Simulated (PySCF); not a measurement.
## Radial density of Os⁷¹⁺ (osmium, charge +71)

r2SCAN0, [He] 2s2 2p1, 2P determinant. Calculation: PySCF 2.14, in an uncontracted even-tempered set (18 s from 50 bohr⁻², ratio 2.2; 13 p from 65 bohr⁻², ratio 2.2; 5 d from 240 bohr⁻², ratio 2.4; 5 f from 360 bohr⁻², ratio 2.4; 4 g from 540 bohr⁻², ratio 2.4); scalar relativity by spin-free X2C-1e.

| r (bohr) | 4πr²ρ (e/bohr) | 4πr²(ρα − ρβ) |
| --- | --- | --- |
| 0.0143 | 89.49 | 2.2194 |
| 0.0240 | 49.74 | 6.9904 |
| 0.0404 | 38.69 | 13.8700 |
| 0.0679 | 41.99 | 12.2823 |
| 0.114 | 10.68 | 2.7423 |
| 0.192 | 0.2192 | 0.0591 |
| 0.323 | 0.0001056 | 0.0000 |

Densities and radii are taken from the X2C orbitals without a picture-change correction, which distorts them close to the nucleus.

Spin-orbit coupling, absent here, splits the open shell strongly.
